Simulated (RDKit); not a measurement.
Input for RDKit: MMFF94 on CH2O2 (SMILES O=CO), a point of a torsion scan.

```python
from rdkit import Chem
from rdkit.Chem import AllChem, rdDetermineBonds

blocks = [
'''5

O    -0.69350663    1.15619293    0.12454613
C    -0.41587921   -0.00185960    0.06354081
O     0.77572970   -0.49623241   -0.23614531
H    -1.14246622   -0.82452574    0.15423422
H     1.47505594    0.16663861   -0.11107477
''',
]
mol = None
for b in blocks:
    f = Chem.MolFromXYZBlock(b)
    rdDetermineBonds.DetermineBonds(f, charge=0)
    mol = f if mol is None else Chem.CombineMols(mol, f)
Chem.SanitizeMol(mol)
print(Chem.MolToSmiles(Chem.RemoveHs(mol)))
ff = AllChem.MMFFGetMoleculeForceField(mol, AllChem.MMFFGetMoleculeProperties(mol), nonBondedThresh=100.0, ignoreInterfragInteractions=False)
e = ff.CalcEnergy()
print(f'MMFF94 energy {e:.6f} kcal/mol')
```

The log:

```
O=CO
MMFF94 energy -22.538554 kcal/mol
```

The run finished.

Cost: roughly 0.03 core-seconds.
